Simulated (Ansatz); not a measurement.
The inner images of a band of CH₅AlClNO (10 atoms, charge 0, multiplicity 1) are given out of order.

Theory: RKS B3LYP/6-31G* (Ansatz).

Image 0:

```xyz
10
Properties=species:S:1:pos:R:3
N 0.039 1.366 1.556
Al -0.732 0.173 0.457
C 0.601 -0.819 -0.739
O 0.407 -2.028 -1.188
Cl -1.043 0.890 -1.678
H -0.338 1.543 2.480
H 0.615 2.147 1.268
H -1.885 -0.754 1.022
H 1.446 -0.307 -1.223
H 0.973 -2.262 -1.951
```

Image 8:

```xyz
10
Properties=species:S:1:pos:R:3
N 0.033 1.367 1.557
Al -0.733 0.174 0.453
C 0.604 -0.819 -0.736
O 0.410 -2.029 -1.183
Cl -1.031 0.886 -1.686
H 0.620 2.142 1.276
H -0.355 1.550 2.475
H -1.891 -0.748 1.013
H 1.451 -0.309 -1.219
H 0.975 -2.264 -1.947
```

Question: Put them in order from the first end to the last, with their energies above the first end.
A.
```xyz
10
Properties=species:S:1:pos:R:3
N -0.121 1.577 1.329
Al -0.775 0.443 0.099
C 0.538 -1.051 -0.346
O 0.173 -2.255 -0.698
Cl -0.041 0.662 -2.065
H 0.845 1.872 1.404
H -0.716 2.269 1.769
H -2.306 0.050 0.159
H 1.610 -0.858 -0.496
H 0.876 -2.761 -1.152
```
B.
```xyz
10
Properties=species:S:1:pos:R:3
N 0.049 1.544 1.309
Al -0.800 0.312 0.289
C 0.596 -0.946 -0.528
O 0.366 -2.170 -0.908
Cl -0.692 0.846 -1.893
H 0.322 1.346 2.266
H -0.190 2.527 1.244
H -2.152 -0.441 0.646
H 1.553 -0.545 -0.891
H 1.032 -2.524 -1.531
```
C.
```xyz
10
Properties=species:S:1:pos:R:3
N -0.145 1.551 1.369
Al -0.810 0.401 0.159
C 0.562 -1.000 -0.384
O 0.251 -2.225 -0.724
Cl -0.208 0.637 -2.057
H 0.834 1.644 1.611
H -0.634 2.402 1.626
H -2.322 -0.051 0.240
H 1.606 -0.736 -0.597
H 0.949 -2.674 -1.241
```
D.
```xyz
10
Properties=species:S:1:pos:R:3
N 0.035 1.483 1.391
Al -0.789 0.268 0.342
C 0.591 -0.925 -0.603
O 0.373 -2.139 -1.013
Cl -0.817 0.947 -1.795
H 0.109 1.381 2.396
H 0.084 2.466 1.152
H -2.059 -0.574 0.786
H 1.527 -0.494 -0.990
H 1.029 -2.465 -1.663
```
E.
```xyz
10
Properties=species:S:1:pos:R:3
N -0.008 1.594 1.271
Al -0.813 0.350 0.238
C 0.592 -0.952 -0.469
O 0.346 -2.187 -0.813
Cl -0.545 0.727 -1.984
H 0.545 1.363 2.088
H -0.395 2.523 1.391
H -2.232 -0.310 0.493
H 1.574 -0.589 -0.803
H 1.019 -2.571 -1.410
```
F.
```xyz
10
Properties=species:S:1:pos:R:3
N 0.012 1.437 1.473
Al -0.763 0.223 0.398
C 0.595 -0.883 -0.676
O 0.377 -2.090 -1.114
Cl -0.924 0.964 -1.722
H -0.122 1.447 2.477
H 0.370 2.332 1.166
H -1.955 -0.683 0.921
H 1.497 -0.422 -1.106
H 0.998 -2.378 -1.814
```
G.
```xyz
10
Properties=species:S:1:pos:R:3
N -0.128 1.571 1.346
Al -0.822 0.368 0.206
C 0.580 -0.968 -0.425
O 0.308 -2.203 -0.760
Cl -0.376 0.658 -2.030
H 0.739 1.476 1.857
H -0.507 2.500 1.484
H -2.294 -0.189 0.351
H 1.593 -0.649 -0.702
H 0.992 -2.614 -1.324
```

Answer: F (+0.015 eV), D (+0.065 eV), B (+0.118 eV), E (+0.141 eV), G (+0.110 eV), C (+0.049 eV), A (+0.012 eV).

The run took 3.9 min on 1 thread of Arm Neoverse V2 (shared host), peak memory 0.2 GiB.
